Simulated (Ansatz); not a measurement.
Compare A (`C[SiH2]O[SiH2]N`) with its isomer B (`C[SiH](N)[SiH2]O`).

Computed with Ansatz on PBE0-D4/def2-TZVP structures; ΔE is electronic, products minus reactants. CCSD(T)/CBS is the MP2 limit (def2-TZVPP, def2-QZVPP) plus CCSD(T) − MP2 in def2-TZVPP, frozen cores. DFT in def2-TZVPP. B3LYP here is the variant with VWN-RPA as its local correlation; programs differ in this. One conformer a species, not always the lowest.

Which is lower in electronic energy at CCSD(T)/CBS, and by how much? (Estimate.)

Ansatz gave: A, by 34.9 kcal/mol.

Give E(B) − E(A) in kcal/mol with CCSD/def2-TZVPP, ωB97M-V, CCSD(T)/def2-TZVPP, B3LYP, B2PLYP, PBE-D4, HF/def2-TZVPP. (An estimate is asked.)

Ansatz gave: CCSD/def2-TZVPP 36.1, ωB97M-V 35.1, CCSD(T)/def2-TZVPP 34.9, B3LYP 35.4, B2PLYP 36.2, PBE-D4 27.6, HF/def2-TZVPP 42.9. None reverses the order clearly.

Largest T1 diagnostic: 0.011.

In def2-TZVPP, CCSD(T) changes the Hartree–Fock value by −8.1 kcal/mol (the triples alone add −1.2 kcal/mol) and MP2 by −6.6 kcal/mol. The D4 term adds −1.0 kcal/mol with B3LYP and −0.5 kcal/mol with PBE0; it sums over pairs of atoms, weighted by their polarisabilities, and B3LYP, whose exchange is more repulsive, gets the larger term.
